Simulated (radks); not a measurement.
Values are calculated unless marked as measured or tabulated.
Mean orbital radii <r> (bohr) of neutral chromium, [Ar] 3d5 4s1, at several levels of relativity; Dirac values are averaged over j with weights 2j + 1. Spin-unpolarised spherical Kohn-Sham, PBE, point nucleus unless stated (finite: rms radius 3.6452 fm), a radial shooting solver on a logarithmic mesh with Libxc functionals. A level marked "c x" has the speed of light scaled by that factor and shares open shells by 2j + 1; other Dirac levels either fill j = l - 1/2 first or share by 2j + 1.

| shell | non-rel. | Dirac, 2j+1 shares | Dirac, 2j+1 shares, finite nucleus | Dirac, c x 1.5 | change of magnitude, last against first (%) |
|---|---|---|---|---|---|
| 1s | 0.06419 | 0.06355 | 0.06355 | 0.06391 | -0.44 |
| 2s | 0.2960 | 0.2929 | 0.2929 | 0.2946 | -0.46 |
| 2p | 0.2609 | 0.2598 | 0.2598 | 0.2604 | -0.19 |
| 3s | 0.9102 | 0.9018 | 0.9018 | 0.9065 | -0.41 |
| 3p | 0.9693 | 0.9660 | 0.9660 | 0.9678 | -0.15 |
| 4s | 3.479 | 3.436 | 3.436 | 3.460 | -0.55 |
| 3d | 1.504 | 1.517 | 1.517 | 1.510 | +0.37 |
